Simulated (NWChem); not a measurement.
## Exact exchange and the vertical energy of the triplet above the singlet of CH2I2 (diiodomethane)

CH2I2 has 5 atoms, charge 0, and is taken as a singlet. As SMILES, `ICI`. The coordinates come from a PBE0-D4/def2-TZVP relaxation.

The vertical energy of the triplet above the singlet y, in eV, basis def2-SVP with a core potential; a is the functional's share of exact exchange. Programs: NWChem 7.3.0.

| functional | program | a | y (eV) |
| --- | --- | --- | --- |
| PBE | NWChem | 0 | 3.55 |
| r2SCAN | NWChem | 0 | 3.63 |
| B3LYP | NWChem | 0.2 | ? |
| PBE0 | NWChem | 0.25 | 3.80 |
| BHLYP | NWChem | 0.5 | 4.01 |

Question: Fit y = c + s·a to the known rows and predict B3LYP.

Answer: 
1. Means of the 4 rows: a = 0.1875, y = 3.747.
2. Σ(Δa)² = 0.17188, Σ(Δa·Δy) = 0.14437, so the slope is 0.14437/0.17188 = 0.83995.
3. Intercept: 3.747 − (0.83995) × 0.1875 = 3.590. The largest residual of the fit is 0.040.
4. B3LYP: 3.590 + (0.83995) × 0.2 = 3.76 eV.

The run gave 3.74 eV, so the prediction is off by +0.02 eV, within the scatter of the fit. The rows mix families of semi-local functionals, which the line can't see. Spin-orbit coupling is left out.
